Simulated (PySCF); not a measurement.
## Be⁺ (beryllium, charge +1) across methods

[He] 2p1, 2P determinant (an excited configuration). All numbers are calculated (PySCF 2.14, scalar relativity by spin-free X2C-1e, in x2c-QZVPPall with one added diffuse shell each of s, p type (8s5p2d1f, 40 functions)).

| method | E (hartree) | mean ε 1s α (eV) | mean ε 1s β (eV) | mean ε 2p α (eV) | Σ⟨r²⟩ (bohr²) | ⟨S²⟩ |
| --- | --- | --- | --- | --- | --- | --- |
| wB97X | -14.2077 | -125.44 | -125.38 | -13.840 | 7.103 | 0.750 |
| PBE | -14.1751 | -117.98 | -117.66 | -10.898 | 7.033 | 0.750 |
| MN15 | -14.2146 | -123.67 | -123.29 | -11.794 | 7.175 | 0.750 |
| M06-2X | -14.1976 | -129.08 | -128.95 | -12.415 | 7.183 | 0.750 |
| BP86 | -14.2023 | -118.19 | -117.95 | -10.953 | 7.025 | 0.750 |
| UHF | -14.13325 | -140.18 | -139.92 | -14.146 | 7.271 | 0.750 |
| r2SCAN | -14.1986 | -120.26 | -120.03 | -11.010 | 6.994 | 0.750 |
| LDA | -13.9893 | -116.63 | -116.31 | -10.685 | 7.106 | 0.750 |

Question: Estimate the same row for PBE0.

Answer: E (hartree) = -14.1775; mean ε 1s α (eV) = -123.70; mean ε 1s β (eV) = -123.40; mean ε 2p α (eV) = -11.796; Σ⟨r²⟩ (bohr²) = 7.054; ⟨S²⟩ = 0.750.
